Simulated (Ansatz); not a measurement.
Ideal-gas functions of BrGaH$_{3}$NO, SMILES `[NH2][Ga]([OH])[Br]` at 600 K and 1 bar, from an Ansatz frequency run at PBE0-D4/def2-TZVP.

Molar mass 182.66 g/mol, point group C1 (symmetry number 1), electronic degeneracy 1, moments of inertia 86.421, 312.376, 398.66 u Å². Harmonic wavenumbers (cm⁻¹, unscaled): 125, 157, 171, 215, 273, 309, 351, 688, 738, 755, 854, 1558, 3615, 3722, 3900.

Use S(trans) = R[1.5 ln M + 2.5 ln T − 1.1517]; rotational temperatures θ = 24.2544 K / I; S(rot) = R[ln(√π/σ · √(T³/θAθBθC)) + 1.5]; for each mode x = 1.438777 ν̃/T, S = R[x/(eˣ − 1) − ln(1 − e⁻ˣ)] and H = RT x/(eˣ − 1); 1 cm⁻¹ = 0.0119627 kJ/mol; R = 8.31446 J/(mol·K).

By hand: the entropy, in J/(mol·K).

Translation 188.3. Rotation: θ = 0.2807, 0.0776, 0.0608 K, giving 124.6. Vibration, mode by mode: 18.36, 16.49, 15.78, 13.91, 11.98, 10.99, 9.99, 5.03, 4.58, 4.43, 3.67, 0.96, 0.01, 0.01, 0.01, in all 116.2. Electronic 0.0. Sum 429.1 J/(mol·K).

By hand: H − E and G − E in kJ/mol, counted from the electronic energy.

Zero-point energy ½ × 17431 × 0.0119627 = 104.3; thermal vibration 33.8; translation, rotation and pV give 4 RT = 20.0. H − E = 158.1 kJ/mol, and G − E = 158.1 − 600 × 429.1/1000 = -99.4 kJ/mol.

Vibration gives 27 % of the entropy, 18.4 J/(mol·K) of it from the mode under 150 cm⁻¹: soft modes count most, and the harmonic formula is weakest for them. The sum counts one conformer and one mirror image; others add a mixing term.
